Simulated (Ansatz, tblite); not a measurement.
Forces on Ga₂Te₃⁺ at its r2SCAN-D4/def2-SVP geometry. Charge 1, multiplicity 2.

In the def2 sets Te takes a core potential; there is no spin–orbit coupling. The xTB rows come from tblite. Another isomer (doublet) lies 0.22 eV lower at PBE0-D4/def2-TZVP; other spin states weren't run for this one.

GFN1-xTB (tblite), largest force 1.04 eV/Å:

```xyz
5
positions Å, forces eV/Å
Ga   -0.585    1.565   -1.314   -0.218   -0.274   -0.133
Ga    0.788   -0.278    0.678   -0.294   -0.684    0.108
Te   -0.670   -2.098    1.550   -0.037    0.083   -0.271
Te    1.635    1.967    0.156    0.576    0.870    0.054
Te   -1.168   -1.157   -1.070   -0.027    0.006    0.242
```

GFN2-xTB (tblite), largest force 1.44 eV/Å:

```
Ga -0.707 0.562 -0.731
Ga 0.284 -0.551 0.525
Te -0.270 -0.266 -0.138
Te 1.038 0.965 0.251
Te -0.345 -0.709 0.093
```

PBE-D4/def2-TZVP (Ansatz), largest force 0.24 eV/Å:

```
Ga -0.119 0.121 -0.140
Ga 0.099 0.040 0.017
Te -0.120 -0.134 -0.024
Te 0.186 0.133 0.063
Te -0.047 -0.161 0.084
```
